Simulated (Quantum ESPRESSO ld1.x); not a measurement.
The numbers below are computed, except where a source is named.
Q: These are the eigenvalues of the occupied orbitals of an atom or ion with whole-number occupations (eV). Code: ld1.x of Quantum ESPRESSO 7.5. Model: scalar-relativistic Kohn-Sham, LDA (Slater exchange, Perdew-Zunger correlation), spin-polarised, spherical densities, point nucleus.

| orbital | eigenvalue |
|---|---|
| 1s | -15145.5 |

Which element is it, and in what charge state? The configuration may be excited. Open shells, if any, are filled with parallel spins first.

A: Z = 34, selenium, charge +32: Se32+ in [He]. The 1s level, -556.59 hartree, gives Z - s = 33.4 by -(Z - s)^2/2, which with screening and relativity narrows Z to a few neighbours, and with so few levels the electron count can be read from the list.
